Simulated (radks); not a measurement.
Results of a calculation; reference values are marked as such.
Tb I, 65 electrons, occupied as [Xe] 4f9 6s1 6f1 (not the ground configuration). Code: a radial shooting solver on a logarithmic mesh with Libxc functionals. Model: scalar-relativistic Kohn-Sham, PBE, spin-polarised, spherical densities, finite nucleus; open shells are filled with parallel spins first (spin-orbit coupling, left out, can overturn this in heavy ions); Fermi nuclear charge, rms radius 5.06 fm. Some entries of the table are withheld. Estimate them.

orbital,occ.,eigenvalue (eV),<1/r> (bohr^-1),<r^2> (bohr^2)
1s up,1,-51856.38,73.09,0.0006317
1s down,1,-51856.37,73.09,0.0006317
2s up,1,-8600.185,16.97,0.009889
2s down,1,-8600.143,16.97,0.009889
2p up,3,-7643.192,15.81,0.007987
2p down,3,-7643.162,15.81,0.007987
3s up,1,-1911.794,6.235,0.06550
3s down,1,-1909.945,6.240,0.06542
3p up,3,-1616.583,5.853,0.06574
3p down,3,-1614.742,5.858,0.06564
3d up,5,-1231.593,5.553,0.05513
3d down,5,-1230.184,5.557,0.05501
4s up,1,-384.1111,2.627,0.3310
4s down,1,-379.8882,2.626,0.3310
4p up,3,-286.9185,2.412,0.3744
4p down,3,-282.7284,2.411,0.3746
4d up,5,-153.4815,2.124,0.4516
4d down,5,-149.3294,2.122,0.4528
5s up,1,-53.4631,1.003,(1)
5s down,1,-51.2068,0.9892,(2)
5p up,3,-30.5944,0.8364,2.777
5p down,3,-28.8724,0.8223,2.852
4f up,7,-9.4539,1.522,1.069
6s up,1,(3),(4),15.73
4f down,2,-5.8285,1.477,1.253
6f up,1,-0.4028,0.04867,847.6

Answer. 
(1) 5s up <r^2> (bohr^2): 1.965
(2) 5s down <r^2> (bohr^2): 2.009
(3) 6s up eigenvalue (eV): -7.8563
(4) 6s up <1/r> (bohr^-1): 0.3355
